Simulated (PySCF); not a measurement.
Species: C8H13FSi2.
Bonds: F1–C2, C2–C3 (aromatic), C3–C4 (aromatic), C4–C5 (aromatic), C5–Si6, Si6–C7, C7–C8, C8–Si9, C5–C10 (aromatic), C10–C11 (aromatic), C2–C11 (aromatic). Hydrogens: H12 on C3; H13 on C4; H14, H15 on Si6; H16, H17 on C7; H18, H19 on C8; H20, H21, H22 on Si9; H23 on C10; H24 on C11.

Method: PBE0-D3(BJ)/def2-SVP geometry optimisation, gas phase (PySCF 2.14.0).

Give the optimised bond lengths and angles.

```tsv
bond	length (bohr)	order
F1–C2	2.515	single
C2–C3, C2–C11	2.626	aromatic
C3–C4, C10–C11	2.631	aromatic
C4–C5, C5–C10	2.653	aromatic
C5–Si6	3.554	single
Si6–C7	3.565	single
C7–C8	2.898	single
C8–Si9	3.568	single
C3–H12, C11–H24	2.063	single
C4–H13, C10–H23	2.068	single
Si6–H14, Si6–H15	2.833	single
C7–H16, C7–H17	2.088	single
C8–H18, C8–H19	2.087	single
Si9–H20, Si9–H21, Si9–H22	2.828	single
```

Bonds in one row agree within 0.02 bohr and their mean is given. Orders are formal, as drawn. A selection of angles:
```tsv
angle	degrees
F1–C2–C3	119.2
C3–C2–C11	121.6
C2–C3–C4	118.8
C2–C3–H12	119.4
C4–C3–H12	121.9
C3–C4–C5	121.5
C3–C4–H13	118.2
C5–C4–H13	120.2
C4–C5–Si6	121.6
C4–C5–C10	117.8
C5–Si6–C7	111.6
C5–Si6–H14	109.5
C7–Si6–H14	109.7
H14–Si6–H15	106.8
Si6–C7–C8	113.4
Si6–C7–H16	108.2
C8–C7–H16	110.6
C8–C7–H17	110.4
H16–C7–H17	105.8
C7–C8–Si9	113.4
C7–C8–H18	110.7
Si9–C8–H18	108.3
H18–C8–H19	105.6
C8–Si9–H20	109.8
C8–Si9–H21	111.3
H20–Si9–H21	108.7
H20–Si9–H22	108.1
```

Torsions: C4–C5–Si6–C7 8° (synperiplanar); C5–Si6–C7–C8 -179° (antiperiplanar); Si6–C7–C8–Si9 179° (antiperiplanar). The mirror-image conformer, all signs reversed, is as good.

The 7 C–C bonds span 1.389 Å (C2–C3, aromatic) to 1.534 Å (C7–C8, drawn single), a spread of 0.145 Å. The 6-membered ring C2–C3–C4–C5–C10–C11 has internal angles of 117.8° to 121.6° (sum 720°, against 720° for a flat polygon); it is planar, 0.00 Å rms from its mean plane, widest ring torsion 0°. Si6 (SiH2 silicon) is tetrahedral (angles from 106.8° to 111.6°). Of the pairs four or more bonds apart, C7···H13 is among the closest relative to their van der Waals radii: 2.84 Å, 98 % of the sum of Bondi's values. Si9 (SiH3 silicon) is tetrahedral (angles from 108.1° to 111.3°).

Point group: near Cs, missed by 0.33 Å at most; the miss may be what the optimiser left on a soft mode. No frequency check. One conformer, not necessarily the lowest.
